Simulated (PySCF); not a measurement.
Species: B2H5O2 (charge -1).
SMILES with atom numbers: `[BH3-:1][B:2]([OH:3])[OH:4]` (hydrogens: H5, H6, H7 on B1; H8 on O3; H9 on O4)

Torsions of this conformer, `[BH3-:1][B:2]([OH:3])[OH:4]`: H–O3–B2–B1 -3°, H–O4–B2–B1 3°.

The closed-shell ground state was solved at several levels (PySCF, density fitting, gas phase, non-relativistic). One conformer (not necessarily the lowest) at the PBE0-D3(BJ)/def2-SVP geometry, without solvent, vibrations or thermal averaging. The geometry's basis has no diffuse functions, a weakness for an anion. No diffuse functions stand in pcJ-1, pcSseg-1 and pcSseg-2, which bears on an anion's orbital energies.

```csv
level,basis functions,total energy (Eh),HOMO (eV),LUMO (eV),gap (eV)
B3LYP/pcJ-1,158,-203.3024,-1.34,5.55,6.89
PBE0/pcSseg-1,93,-203.0223,-1.52,5.92,7.44
PBE0/def2-SVPD,126,-202.9114,-1.70,3.97,5.67
```

Problem. Estimate the row for wB97X-D/pcSseg-2, a basis of 214 functions; the other rows only guide the guess.

Solution. Total energy -203.3077 Eh, HOMO -3.58 eV, LUMO 6.50 eV, gap 10.08 eV.

Problem. Over all these levels, which gives the widest orbital gap and which the narrowest?

Solution. wB97X-D/pcSseg-2 (range-separated hybrid) has the widest, 10.08 eV, and PBE0/def2-SVPD (global hybrid, 25 % exact exchange) the narrowest, 5.67 eV. Functional and basis both differ between the two, so the spread mixes both effects.

The pairwise dispersion term of wB97X-D wasn't added to the energies; at a given geometry it leaves orbitals and properties as they are.
